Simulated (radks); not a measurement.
Results of a calculation; reference values are marked as such.
Species: Yb0.2+. Configuration: [Kr] 4d10 4f14 5s2 5p5.8 6s2 (fractional occupations, a model configuration). Level of theory: Dirac Kohn-Sham, PBEsol, spin-unpolarised, spherical densities, point nucleus; open shells are shared between the two j in proportion to 2j + 1 (a radial shooting solver on a logarithmic mesh with Libxc functionals).

Unscreened Slater integrals over Kohn-Sham orbitals (eV). Large and small components are both included.

integral           value
F0(4f7/2,4f7/2)   32.678
F2(4f7/2,4f7/2)   15.022
F4(4f7/2,4f7/2)   9.3347
F6(4f7/2,4f7/2)   6.6914
F0(4f7/2,6s1/2)   8.5700
G3(4f7/2,6s1/2)  0.28870
F0(4f7/2,4f5/2)   33.078
F2(4f7/2,4f5/2)   15.237
F4(4f7/2,4f5/2)   9.4740
G2(4f7/2,4f5/2)   15.192
G4(4f7/2,4f5/2)   9.4476
G6(4f7/2,4f5/2)   6.7742
F0(4f7/2,5p3/2)   19.951
F2(4f7/2,5p3/2)   6.5786
G2(4f7/2,5p3/2)   3.5263
G4(4f7/2,5p3/2)   2.6641
F0(6s1/2,6s1/2)   6.5504
F0(6s1/2,4f5/2)   8.5827
G3(6s1/2,4f5/2)  0.27196
F0(6s1/2,5p3/2)   8.2214
G1(6s1/2,5p3/2)  0.64558
F0(4f5/2,4f5/2)   33.489
F2(4f5/2,4f5/2)   15.462
F4(4f5/2,4f5/2)   9.6196
F0(4f5/2,5p3/2)   20.060
F2(4f5/2,5p3/2)   6.5145
G2(4f5/2,5p3/2)   3.4071
G4(4f5/2,5p3/2)   2.5897
F0(5p3/2,5p3/2)   16.572
F2(5p3/2,5p3/2)   8.8506
